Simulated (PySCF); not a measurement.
## Two-component Hartree-Fock for Ga²⁺ (gallium, charge +2)

Start: [Ar] 3d9 4s2; 3d3/2 filled at m_j = -3/2, -1/2, +1/2, +3/2; 3d5/2 filled at m_j = -3/2, -1/2, +1/2, +3/2, +5/2. Calculated with PySCF 2.14 in x2c-TZVPall-2c (6s7p4d1f, 54 functions): generalised Hartree-Fock with the X2C-1e Hamiltonian and a Gaussian nucleus; one run each with spin-orbit coupling (SO) switched off, then screened by Boettger's factors. This is a chosen level, not necessarily the ground level.

```
spinor shell  electrons  ε, spin-free (eV)  ε, screened SO (eV)  weight of nominal j (screened SO)  rms radius, screened SO (bohr)
       1s1/2          2           -10473.3             -10473.1                              1.000                          0.0560
       2s1/2          2            -1373.8              -1373.7                              1.000                           0.235
       2p1/2          2            -1195.5              -1214.8                              0.999                           0.209
       2p3/2          4            -1195.5              -1186.1                              1.000                           0.212
       3s1/2          2            -209.24              -209.22                              1.000                           0.692
       3p1/2          2            -152.61              -156.58                              0.956                           0.720
       3p3/2          4            -152.61              -150.66                              0.978                           0.731
       3d3/2          4            -61.708              -62.519                              0.839                           0.835
       3d5/2          5            -61.708              -61.077                              0.871                           0.842
       4s1/2          2            -31.618              -31.617                              1.000                            2.19
```

| quantity | spin-free | screened SO |
| --- | --- | --- |
| E (hartree) | -1940.66415 | -1940.73398 |
| M_J | 5/2 | 5/2 |
| ⟨J²⟩ | 8.753 | 8.753 |
| ⟨L²⟩ | 6.003 | 6.005 |
| ⟨S²⟩ | 0.750 | 0.752 |

Each row is a mean over spinors that exchange with the open shell spreads, by up to 8.519 eV (3p3/2).

Rows whose weight is well below 1 are mixtures of j = l ± 1/2: exchange outweighs spin-orbit coupling there, and the label is only the starting occupation.

Without spin-orbit coupling the j labels of p, d and f shells carry no meaning; the spin-free column gives the mean over the occupied spinors of each nl shell.
